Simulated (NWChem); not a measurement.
System: SiHF3; SMILES F[SiH](F)F

The following NWChem deck was run.

```
start job
memory heap 200 mb stack 900 mb global 1100 mb
geometry units angstroms noautoz
  Si     0.000000     0.000000     0.327466
  F      1.443054    -0.384711    -0.243129
  F     -1.054697    -1.057366    -0.243129
  F     -0.388357     1.442077    -0.243129
  H      0.000000     0.000000     1.793609
end
basis spherical
  * library def2-svp
end
dft
  xc xpbe96 cpbe96
  iterations 150
  mulliken
end
task dft energy
```

All runs use the structure optimised with PBE0/def2-SVP.

Question: Give the results of this calculation. (PBE/def2-SVP.) Quantities: energy (Ha); highest occupied level (eV); orbital gap (eV); dipole (D).

Answer: 
```json
{
  "energy (Ha)": "-589.04",
  "highest occupied level (eV)": "-9.38",
  "orbital gap (eV)": "9.84",
  "dipole (D)": "1.31"
}
```
